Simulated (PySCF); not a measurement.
C2, SMILES [C]=[C] (connectivity only; charge and spin as stated), neutral, multiplicity 1. Geometry: PBE0-D3(BJ)/def2-TZVPD.

These are PBE0-D3(BJ)/def2-TZVPD in PySCF values and carry that method's errors.

Harmonic wavenumbers (cm⁻¹): 1901. Rotational constants (GHz): 54.19 (linear); symmetry number 2.

Q: Work out the zero-point energy and the ideal-gas rigid-rotor harmonic-oscillator thermochemistry at 298.15 K and 1 atm.

A: ZPE = ½ Σ hcν = ½ × 1901 cm⁻¹ = 11.37 kJ/mol. H − E(el) = 20.05 kJ/mol. Entropy in J/(mol K): translation 148.39, rotation 41.98, vibration 0.01, total 190.38. G − E(el) = -36.71 kJ/mol. Cp = 29.17 J/(mol K).
